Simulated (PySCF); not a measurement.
# Rh (rhodium, neutral): UHF calculation

Configuration: [Kr] 4d8 5s1, high-spin 4F determinant. Computed with PySCF 2.14 in cc-pVTZ-PP with ECP28MDF, with scalar relativity through the core potential.

| Quantity | Value |
| --- | --- |
| Total energy | -109.390156 hartree |
| One-electron energy | -193.5704 hartree |
| Hartree (Coulomb) energy | 94.8565 hartree |
| Exchange energy | -10.6763 hartree |
| ⟨S²⟩ | 3.7535 |
| ⟨L²⟩ | 12.057 |
| Sum of ⟨r⟩ | 24.67 bohr |
| Sum of ⟨r²⟩ | 48.43 bohr² |
| Time after the integrals | 0.36 s of wall time on 1 thread of Neoverse-V2 (shared host) |

```json
{"shell": "4s α", "electrons": "1", "mean orbital energy (eV)": "-103.01", "spread (eV)": "0", "rms radius, mean of both spins (bohr)": "1.06"}
{"shell": "4s β", "electrons": "1", "mean orbital energy (eV)": "-99.372", "spread (eV)": "0", "rms radius, mean of both spins (bohr)": "1.06"}
{"shell": "4p α", "electrons": "3", "mean orbital energy (eV)": "-66.151", "spread (eV)": "0", "rms radius, mean of both spins (bohr)": "1.17"}
{"shell": "4p β", "electrons": "3", "mean orbital energy (eV)": "-61.735", "spread (eV)": "0", "rms radius, mean of both spins (bohr)": "1.17"}
{"shell": "4d α", "electrons": "5", "mean orbital energy (eV)": "-12.354", "spread (eV)": "1.158", "rms radius, mean of both spins (bohr)": "1.72"}
{"shell": "4d β", "electrons": "3", "mean orbital energy (eV)": "-10.572", "spread (eV)": "0", "rms radius, mean of both spins (bohr)": "1.72"}
{"shell": "5s α", "electrons": "1", "mean orbital energy (eV)": "-6.472", "spread (eV)": "0", "rms radius, mean of both spins (bohr)": "3.77"}
```

Energies and moments cover only the electrons outside the core potential.
